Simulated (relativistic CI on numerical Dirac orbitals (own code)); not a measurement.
Os⁴⁺: 4d photoemission

Computed with this model: Dirac-Coulomb-Breit CI, orbitals from a KLI potential per configuration, model QED, valence Slater integrals scaled by 0.8, multiplet model of photoemission in the sudden approximation; configurations [Xe] 4f14 5d4 → [Kr] 4d9 4f14 5s2 5p6 5d4; 300 K; Lorentzian 2.45 eV and Gaussian 0.6 eV FWHM. Energies are those of the free ion, without screening or charge transfer. The energies are binding energies and can lie tens of eV above those of solids. S is read from ⟨S²⟩ = S(S + 1).

free ion: ground-state S = 1.71, centroid 345.52 eV. Peaks (eV, height): 339.2 (100), 354.8 (64).

Strongest unbroadened transitions for free ion:

| Energy (eV) | Relative strength |
| --- | --- |
| 339.23 | 100.0 |
| 340.21 | 0.6 |
| 340.74 | 8.2 |
| 341.86 | 0.7 |
| 342.05 | 0.2 |
| 344.96 | 1.4 |
| 345.21 | 0.5 |
| 346.26 | 0.6 |
| 346.64 | 0.2 |
| 354.48 | 18.0 |
| 354.85 | 41.9 |
| 355.66 | 1.9 |
| 355.74 | 8.2 |
| 356.74 | 0.4 |
| 357.62 | 0.1 |
| 358.33 | 0.1 |
| 359.89 | 0.2 |
| 360.43 | 0.3 |
